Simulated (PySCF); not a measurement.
Computed spin Hamiltonian

Compound: C6H9O (doublet state).
Cartesian coordinates in Å at the GFN2-xTB level; atoms count from 1:
```
atom  x, y, z in Å
C1     2.670    0.610   -0.161
C2     1.677   -0.160   -0.582
C3     0.630   -0.700    0.290
C4    -0.126   -1.932   -0.003
C5    -0.821   -0.697   -0.291
O6    -1.909   -0.311    0.478
C7    -2.271    1.042    0.315
H8     2.775    0.885    0.876
H9     3.420    0.985   -0.834
H10    1.591   -0.422   -1.628
H11    0.771   -0.460    1.343
H12   -0.416   -2.672    0.716
H13   -0.867   -0.336   -1.319
H14   -3.138    1.207    0.951
H15   -1.458    1.712    0.619
H16   -2.536    1.257   -0.727
```

The hyperfine couplings belong to this conformer and change with its torsions.

As a line formula: `C=C[C@@H]1[CH][C@H]1OC` [radical].

Computed, not measured: UKS B3LYP, pcH-1 on C H O, non-relativistic, mean-field spin-orbit, GIAO in PySCF. Isolated species at its GFN2-xTB geometry (one conformer only). Couplings are sensitive to structure, and on GFN2-xTB geometries they can be far from those on DFT ones. Stability of the SCF solution: not tested.

| Property | Result |
| --- | --- |
| g1, g2, g3 | 2.00218, 2.00275, 2.00318 |
| g_iso | 2.00270 |
| Form of g | rhombic: the two nearest values differ by 43 % of g3 − g1 |
| ⟨S²⟩ | 0.7531 (exact 0.7500) |
| α and β electrons | 27, 26 |
| HOMO–LUMO gap, α and β orbitals | 5.90, 4.11 eV |
| Total energy | -309.15306 Eh |

Isotropic coupling and dipolar principal values T1 to T3, in G (MHz turned into gauss with g_iso; 10 G = 1 mT):

```csv
atom,isotope,a_iso,T1,T2,T3,Mulliken spin population
C1,13C,0.4,-0.7,-0.4,1.1,0.01
C2,13C,14.8,-1.5,-1.1,2.6,0.02
C3,13C,-5.9,-3.3,-1.7,5.0,0.03
C4,13C,102.2,-25.1,-24.4,49.5,0.91
C5,13C,-3.3,-2.0,0.0,2.1,-0.02
O6,17O,-8.7,-2.3,0.8,1.5,0.01
C7,13C,1.6,-0.4,-0.4,0.8,0.01
H8,1H,-0.3,-0.5,-0.3,0.8,0.00
H9,1H,0.2,-0.5,-0.2,0.7,0.00
H10,1H,-0.6,-1.6,-0.8,2.4,0.00
H11,1H,16.6,-2.7,-0.5,3.2,0.02
H12,1H,-7.1,-11.3,-1.5,12.8,-0.02
H13,1H,25.9,-2.4,-1.1,3.5,0.03
H14,1H,0.3,-0.4,-0.3,0.7,0.00
H15,1H,-0.3,-0.6,-0.3,0.9,0.00
H16,1H,-0.4,-0.5,-0.3,0.8,0.00
```

The largest Mulliken spin population is on C4 (+0.91). The angles at C4 add up to 316.6°, so it is pyramidal.

Axes: g3 points within 5° of the C4–H12 bond.

Under fast tumbling the dipolar parts average out, and these isotropic splittings remain: 1 × 1H (H13, I = 1/2, 2 lines) with 2.59 mT, 1 × 1H (H11, I = 1/2, 2 lines) with 1.66 mT, 1 × 1H (H12, I = 1/2, 2 lines) with 0.71 mT, 1 × 1H (H10, I = 1/2, 2 lines) with 0.06 mT and 1 × 1H (H8, I = 1/2, 2 lines) with 0.03 mT.

The 13C coupling of C4 (286.5 MHz) shows only in satellite lines or after enrichment, since that isotope makes up about 1.07 % of natural carbon.

The 17O coupling of O6 (-24.4 MHz) shows only in satellite lines or after enrichment, since that isotope makes up about 0.038 % of natural oxygen.

On one thread of an Arm Neoverse V1, shared host with 32 logical CPUs at a one-minute load of 17, this took 59 s wall (with the writing of density and orbital grids) and 0.96 GiB of memory at its peak.
